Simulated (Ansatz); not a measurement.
Reaction (cleavage of the B–Sb bond): `[BH2][SbH][CH3]` + `BNCC` → `BN(B)CC` + `[CH3][SbH2]`

Isolated molecules relaxed with PBE0-D4/def2-TZVP in Ansatz; ΔE leaves out vibrations. CCSD(T)/CBS is the MP2 limit (def2-TZVPP, def2-QZVPP) plus CCSD(T) − MP2 in def2-TZVPP, frozen cores. DFT in def2-TZVPP. B3LYP here is the variant with VWN-RPA as its local correlation; programs differ in this. Elements past krypton have def2 core potentials. For Sb outer-core shells are correlated without core-valence functions, which leaves a few kJ/mol of doubt a bond. Each species was taken in one conformer, which may not be the lowest.

```csv
level,ΔE (kJ/mol),difference from CCSD(T)/CBS
revPBE-D4,-87.2,4.0
B97M-V,-98.1,-6.9
BHLYP-D4,-99.4,-8.2
CAM-B3LYP-D4,-100.6,-9.4
ωB97M-V,-98.0,-6.8
revPBE,-78.0,13.2
PBE0,-86.6,4.6
B3LYP,-92.8,-1.6
r2SCANh,-90.9,0.3
r2SCAN0,-92.1,-0.9
CAM-B3LYP,-98.9,-7.7
LC-ωPBE,-91.0,0.2
HF/def2-SVP,-104.0,-12.8
MP2/def2-SVP,-105.4,-14.2
CCSD/def2-SVP,-101.5,-10.3
MP2/def2-QZVPP,-93.7,-2.5
CCSD(T)/CBS,-91.2,0
```

Task: What do rigid-rotor, harmonic-oscillator terms from PBE0-D4/def2-TZVP frequencies (298.15 K, 1 bar) make of the CCSD(T)/CBS value? (Best estimate.)

Result: Computed: ΔZPE = -5.2 kJ/mol, ΔH = -97.8 kJ/mol, ΔS = -12 J/(mol·K), ΔG = -94.1 kJ/mol.

Largest T1 diagnostic among the species: 0.015.

From BLYP to BHLYP (50 % exact exchange), in def2-TZVPP and without D4, ΔE moves by −9.2 kJ/mol. Leaving LDA and LC-ωPBE aside and taking each functional with its dispersion term where it has one, the values, not all of them listed here, spread over 16.0 kJ/mol, from CAM-B3LYP-D4 to PBE-D4. LDA lies −9.8 kJ/mol from PBE without D4. At CCSD(T), def2-SVP lies −10.5 kJ/mol from the extrapolated value and def2-TZVPP −2.9 kJ/mol.
